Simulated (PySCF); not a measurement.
A structure optimised at PBE0-D3(BJ)/def2-SVP, used in a PySCF frequency run:

```xyz
9

Si     1.0757    -0.6719     0.4750
F      1.5001    -1.8215     1.4907
F      1.7006    -1.0101    -0.9499
F      1.7053     0.7024     0.9799
O     -0.5326    -0.5804     0.4018
Si    -1.8810     0.3041     0.0095
Cl    -1.3752     1.6797    -1.4330
H     -2.8917    -0.6280    -0.5387
H     -2.3482     1.0282     1.2149
```
Charge 0, spin multiplicity 1.

Task: Write its SMILES and formula.

Result: F[Si](F)(F)O[SiH2]Cl, ClF3H2OSi2

Task: What are its rotational constants (standard atomic weights)?

Result: 2.6575, 0.81371, 0.74456 GHz
